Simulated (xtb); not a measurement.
CaO2, SMILES [O]1[O][Ca]1. All values are semi-empirical tight-binding results from xtb (GFN2-xTB unless named), good for trends rather than for accurate numbers. The structure is a stationary point at GFN2-xTB.

Optimised geometry:

Bonds (Å): Ca1–O2 1.948, Ca1–O3 1.948, O2–O3 1.379. Bond angles (°): O2–Ca1–O3 41.5, Ca1–O2–O3 69.3, Ca1–O3–O2 69.3.

For metal compounds this method's bond lengths and energies can be far off.

```
Property                                        Value
-------------------------------------  --------------
point group as xtb finds it                       C2v
orbital gap                                   0.04 eV
zero-point energy                        2.4 kcal/mol
G − E(el) at 298.15 K (modified RRHO)  -13.4 kcal/mol
```

Computed atomic charges and the Wiberg bond orders between heavy atoms:
charges (e) Ca1 0.61, O2 -0.30, O3 -0.30. Bond orders Ca1–O2 0.59, Ca1–O3 0.59, O2–O3 1.09.
